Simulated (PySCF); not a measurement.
# Bond curve of SrHg

Set-up: PySCF, scalar-relativistic core potentials, basis sets Sr def2-SVPD with ECP28, Hg def2-SVPD with ECP60. Energies in eV from Sr + Hg in their ground configurations at the same level. All curves are PBE0. state 1: ¹Σ⁺ (singlet), closed shell; state 2: triplet, unpaired electrons σ ↑, π ↑, a second solution, started from another occupation; state 3: Ms = 0 determinant of mixed spin (⟨S²⟩ near 1.0), unpaired electrons σ ↑, π ↓, a second solution, started from another occupation.

```tsv
R (Å)	state 1	state 2	state 3
3.456	-0.0101	1.1864	1.3543
3.617	-0.0483	1.2538	1.4374
3.778	-0.0670	1.3235	1.5230
3.898	-0.0728	1.3733	1.5845
4.019	-0.0741	1.4192	1.6418
4.140	-0.0725	1.4606	1.6940
4.300	-0.0676	1.5079	1.7549
4.501	-0.0594	1.5550	1.8176
4.742	-0.0489	1.5962	1.8754
5.064	-0.0363	1.6314	1.9288
```

Put a parabola through the three lowest points of the state 1 curve and estimate Re, k and ωe (reduced mass 61.25 u; 1 eV/Å² = 0.16022 mdyn/Å; ωe = 1302.8·√(k/μ) cm⁻¹).

Through R = 3.898, 4.019, 4.14 Å the second-order coefficient is 0.0990 eV/Å², so Re ≈ 4.013 Å, k ≈ 0.0317 mdyn/Å and ωe ≈ 30 cm⁻¹. A polynomial fit of higher order to the unrounded PBE0 energies gives Re = 4.004 Å, k = 0.0338 mdyn/Å, ωe = 30.6 cm⁻¹; anharmonicity and rounding make the difference.

The higher-order fit for each curve: state 1: Re = 4.004 Å, ωe = 30.6 cm⁻¹, De = 0.074 eV. State 2 gave no clean fit. State 3 gave no clean fit.

Closed-shell solutions of metal pairs were not tested for spin polarisation, which can lower them a little. The bond is weak. Basis-set superposition, not corrected here, can be much of De in a small basis, most of all at correlated wavefunction levels. Functionals without a dispersion term scatter widely for such bonds, and LDA overbinds them. Spin–orbit coupling is left out.
